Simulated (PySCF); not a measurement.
## Finite-field polarisability of In (indium, neutral)

[Kr] 4d10 5s2 5p1, 2P determinant. All numbers are calculated (PySCF 2.14, scalar relativity through the core potential, in aug-cc-pVTZ-PP with one added diffuse shell each of d, f type with ECP28MDF (6s5p5d3f, 67 functions)). Frozen: 4s2 4p6 4d10. Energy changes in a uniform field (μhartree):

| axis | F (au) | HF | MP2 | CCSD | CCSD(T) |
| --- | --- | --- | --- | --- | --- |
| x | 0.0018 | -98.061 | -97.542 | -96.131 | -96.294 |
| x | 0.0036 | -392.947 | -390.893 | -385.189 | -385.848 |
| y | 0.0014 | -101.362 | -99.572 | -98.156 | -98.220 |
| y | 0.0028 | -407.304 | -400.054 | -394.268 | -394.525 |

By symmetry the remaining axis equals x.

Q: Derive α along x at CCSD(T) from the two fields.

A: With ΔE = −αF²/2 − γF⁴/24, α = −(16 ΔE(F) − ΔE(2F))/(6F²) = 59.41 bohr³.

Q: And the mean polarisability at each level?

A: The components xx, yy, zz at CCSD(T) are 59.41, 100.1, 59.41, the third axis being equal by symmetry to one of the two computed. Means: HF 74.75, MP2 73.93, CCSD 72.88, CCSD(T) 72.97 bohr³. Reference: 65 ± 4 bohr³ (recommended; Schwerdtfeger and Nagle, table of static dipole polarizabilities (2023 update)).

CCSD(T) lies more than 5 % above the reference; correlation of the frozen inner shells, absent here, would lower it, and spin-orbit coupling is absent too.
